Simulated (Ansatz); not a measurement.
Other settings, tried on Ge(eta1-allyl)H3 (C₃H₈Ge).

```yaml
crystal:
  periodic: [false, false, false]
  atoms:
    - {symbol: Ge, position_ang: [-0.079455, -0.713883, -1.668960]}
    - {symbol: C, position_ang: [-0.078085, -0.778710, 0.305034]}
    - {symbol: C, position_ang: [0.511901, 0.458961, 0.893559]}
    - {symbol: C, position_ang: [-0.174051, 1.438000, 1.499547]}
    - {symbol: H, position_ang: [0.498040, -1.675218, 0.591805]}
    - {symbol: H, position_ang: [-1.118926, -0.926473, 0.636967]}
    - {symbol: H, position_ang: [1.600239, 0.572695, 0.784493]}
    - {symbol: H, position_ang: [-1.260222, 1.376647, 1.633111]}
    - {symbol: H, position_ang: [0.328791, 2.329259, 1.884698]}
    - {symbol: H, position_ang: [1.350125, -0.460249, -2.176377]}
    - {symbol: H, position_ang: [-0.991433, 0.428196, -2.141839]}
    - {symbol: H, position_ang: [-0.586944, -2.049246, -2.242049]}
basis:
  gaussian: {orbitals: def2-SVP, fitting: {mean_field: cc-pVTZ-jkfit}}
hamiltonian: {xc: {name: wB97}}
scf: {omitted_lower_state_checks: [starts]}
```

```sh
$ ansatz run in.yaml --threads 4 --pin off --events-out ev --progress --plain --max-ram 3916MiB
```

Shortened log:

```
Functional definition: wB97
684 factors; integrals over basis functions are off by at most 1.4e-1 eV
684 factors; integrals over basis functions are off by at most 9.0e-7 eV
mean field evaluation 1: about -59750.5643 eV, gradient 3.2e1 eV
mean field evaluation 2: about -59751.9768 eV, gradient 2.3e1 eV
mean field evaluation 4: about -59752.9278 eV, gradient 1.3e0 eV
mean field evaluation 8: about -59752.9343 eV, gradient 2.8e-2 eV
mean field -59752.93429838 eV, -2195.8798334718 hartree, gradient 3.4e-5 eV, S^2 0.000000; 0 other end points of the search recorded, 0 dependent functions left out
reference -59752.93428831 eV, -2195.8798331019 hartree; 29, 29 occupied and 85, 85 virtual orbitals, 684 factors
Total energy: -59752.93428831 eV, -2195.8798331019 hartree
Checks for a lower state left out: starts
```

It took 13 s on 4 threads of Intel Xeon on a shared host.
